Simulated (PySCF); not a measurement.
# Computed records: AlClGeH3O, AlGeH3NO, AlBGeH4N, ClGeH3N and others

Computed with PySCF 2.14.0. Calculation on a computer-drawn molecule: optimised geometry and harmonic frequencies of an isolated molecule of the commonest isotopes, restricted reference for singlets and unrestricted otherwise, frozen core in MP2; on germanium a core potential holds 10 electrons, which the energies leave out, and 3d is frozen in MP2 and coupled-cluster steps.

(1) AlClGeH3O

Start structure:
```xyz
7
AlClGeH3O
O      2.2410    -0.3474     0.9113
Al     0.6226    -0.2209     0.4906
Cl    -0.7531    -1.6460     1.2315
Ge    -0.0848     1.4770    -1.0927
H      2.6788    -0.9806     1.4560
H      0.7805     2.7253    -1.2756
H     -1.5668     1.8527    -1.1549
```

Here we set charge 0, multiplicity 2, method MP2, basis cc-pV(D+d)Z and basis and core potential on germanium cc-pVDZ-PP ECP10MDF.

It finds rotational constants 4.036, 1.215, 0.9351 GHz; total energy -1072.0006 hartree; spin squared 0.763; convergence status largest gradient component 1.876e-05 hartree/bohr.

Drawn bonds:
```tsv
atom	other atom	order
1	2	1
2	3	1
2	4	1
1	5	1
4	6	1
4	7	1
```

Optimised structure:
```xyz
7
AlClGeH3O
O      2.2815    -0.3190     0.9014
Al     0.6289    -0.2199     0.5001
Cl    -0.7485    -1.6467     1.2244
Ge    -0.0859     1.4860    -1.0600
H      2.6397    -1.0153     1.4648
H      0.7770     2.7314    -1.3010
H     -1.5745     1.8437    -1.1635
```

Modes:
```tsv
frequency (cm⁻¹)	reduced mass (dalton)
97.33	10.47
147.2	1.056
163.2	5.758
201.3	8.312
260.5	1.581
343.4	2.618
357.5	1.15
432.1	1.118
534.7	4.972
637.6	1.616
873	2.167
886.7	1.494
2181	1.016
2196	1.025
3918	1.067
```

(2) AlGeH3NO

Start structure:
```xyz
7
AlGeH3NO
N      2.2282    -0.1848    -0.2271
Ge     1.5302    -1.0670     1.0916
Al     0.3829     0.2114     2.9503
O     -0.3087     1.0630     4.0628
H      2.2146     0.8173    -0.3155
H      2.6977    -0.6383    -0.9948
H      1.7053    -2.5635     0.9546
```

Here we set charge 1, multiplicity 1, method MP2, basis cc-pV(D+d)Z and basis and core potential on germanium cc-pVDZ-PP ECP10MDF.

It finds rotational constants 14.59, 1.398, 1.276 GHz; total energy -666.5869 hartree; convergence status largest gradient component 2.089e-05 hartree/bohr.

Drawn bonds:
```tsv
atom	other atom	order
1	2	1
2	3	1
3	4	2
1	5	1
1	6	1
2	7	1
```

Optimised structure:
```xyz
7
AlGeH3NO
N      2.2298    -0.1877    -0.2290
Ge     1.5225    -1.0945     1.1081
Al     0.3741     0.1881     2.9689
O     -0.3320     1.1364     4.0946
H      2.2098     0.8317    -0.3088
H      2.7070    -0.6471    -1.0104
H      1.7389    -2.5888     0.8985
```

Modes:
```tsv
frequency (cm⁻¹)	reduced mass (dalton)
55.15	7.554
77.12	10.75
156.6	6.129
259.4	18.07
305.8	1.204
583.5	1.183
657.5	1.044
697.3	1.022
817.2	4.399
872.9	1.262
1047	19.08
1551	1.119
2247	1.021
3530	1.05
3653	1.101
```

(3) AlBGeH4N

Start structure:
```xyz
8
AlBGeH4N
B     -2.8011    -1.2510     1.5432
Ge    -1.4697    -0.0477     0.8825
Al     0.9062     0.1399     0.0220
N      2.4782     0.3740    -0.5331
H     -2.8137    -2.3900     1.9262
H     -2.0531     1.1451     0.1516
H     -1.0955     0.7652     2.1689
H      3.0792    -0.3734    -0.8011
```

Settings of this run: charge 0, multiplicity 2, method HF, basis cc-pV(D+d)Z and basis and core potential on germanium cc-pVDZ-PP ECP10MDF.

Results for AlBGeH4N: rotational constants 10.67, 1.552, 1.383 GHz; total energy -616.6375 hartree; spin squared 0.7568; convergence status largest gradient component 3.866e-05 hartree/bohr.

Drawn bonds:
```tsv
atom	other atom	order
1	2	1
2	3	1
3	4	2
1	5	1
2	6	1
2	7	1
4	8	1
```

Optimised structure:
```xyz
8
AlBGeH4N
B     -2.4072    -1.4892     1.0881
Ge    -1.5116     0.3678     1.0488
Al     0.7667     0.0516     0.1081
N      2.2241    -0.2140    -0.4872
H     -2.3730    -2.3696     1.8940
H     -2.2500     1.3487     0.1359
H     -1.3514     1.0139     2.4313
H      3.1328    -0.3472    -0.8588
```

Modes:
```tsv
frequency (cm⁻¹)	reduced mass (dalton)
86.86	4.369
128	6.428
165.6	7.443
214.1	1.304
287.5	16.31
428.6	1.119
510.2	1.105
516.6	1.145
570.3	1.283
593.2	2.529
685.3	1.181
758.2	1.17
951.6	1.022
1235	9.378
2197	1.021
2226	1.018
2774	1.095
3996	1.087
```

(4) ClGeH3N

Start structure:
```xyz
6
ClGeH3N
N      1.2441    -0.7118    -0.3300
Ge     0.2953    -2.0470    -1.3154
Cl    -1.6115    -0.6491    -2.1424
H      1.3757     0.1551    -0.8196
H      0.7969    -0.4945     0.5423
H      1.1093    -1.7982    -2.6697
```

Settings of this run: charge -1, multiplicity 1, method MP2, basis aug-cc-pV(D+d)Z and basis and core potential on germanium aug-cc-pVDZ-PP ECP10MDF.

The calculation gives: rotational constants 9.784, 2.929, 2.335 GHz; total energy -809.6192 hartree; convergence status largest gradient component 3.266e-06 hartree/bohr.

Drawn bonds:
```tsv
atom	other atom	order
1	2	1
2	3	1
1	4	1
1	5	1
2	6	1
```

Optimised structure:
```xyz
6
ClGeH3N
N      1.2723    -0.7195    -0.3188
Ge     0.2671    -2.0580    -1.3233
Cl    -1.5936    -0.6605    -2.1382
H      1.3740     0.1598    -0.8336
H      0.7834    -0.4849     0.5492
H      1.1066    -1.7824    -2.6700
```

Modes:
```tsv
frequency (cm⁻¹)	reduced mass (dalton)
144.3	4.455
232.8	25.56
292.2	1.085
521	7.113
614.3	1.144
639.2	1.109
689.6	1.037
905.5	1.13
1537	1.094
1817	1.022
3473	1.05
3583	1.092
```

(5) BGeH6NSi

Start structure:
```xyz
10
BGeH6NSi
N     -2.0301    -3.3270    -1.0672
Ge    -0.6143    -2.6094    -1.8557
B      0.0446    -1.7787    -0.0810
Si    -0.5918    -0.1095     0.5966
H     -2.3383    -3.2290    -0.1409
H     -2.7491    -3.8937    -1.5182
H      0.9042    -2.3976     0.5366
H     -1.0396    -0.1895     1.9886
H     -1.6616     0.4942    -0.1914
H      0.4691     0.8835     0.5891
```

Settings of this run: charge 0, multiplicity 1, method HF, basis cc-pV(D+d)Z and basis and core potential on germanium cc-pVDZ-PP ECP10MDF.

Results for BGeH6NSi: rotational constants 7.763, 1.39, 1.272 GHz; total energy -664.9028 hartree; convergence status largest gradient component 1.84e-05 hartree/bohr.

Drawn bonds:
```tsv
atom	other atom	order
1	2	1
2	3	1
3	4	1
1	5	1
1	6	1
3	7	1
4	8	1
4	9	1
4	10	1
```

Optimised structure:
```xyz
10
BGeH6NSi
N     -2.1518    -3.5222    -1.0420
Ge    -0.7885    -2.6522    -1.8703
B      0.0630    -1.7252    -0.1583
Si    -0.5148     0.0719     0.6204
H     -2.3755    -3.5325    -0.0653
H     -2.7859    -4.0938    -1.5677
H      0.9937    -2.2681     0.3823
H     -1.2688    -0.2206     1.8707
H     -1.4143     0.8403    -0.2778
H      0.6360     0.9458     0.9645
```

Modes:
```tsv
frequency (cm⁻¹)	reduced mass (dalton)
50.25	1.78
71.64	1.542
113.3	4.727
174.6	2.4
391.6	3.082
424.2	1.226
477.5	1.078
515.1	1.048
634	1.357
706.5	2.827
714	1.565
725.8	5.698
848.6	1.274
943.7	1.391
994	1.13
1015	1.048
1039	1.038
1696	1.111
2269	1.044
2283	1.05
2293	1.025
2668	1.091
3771	1.049
3875	1.099
```
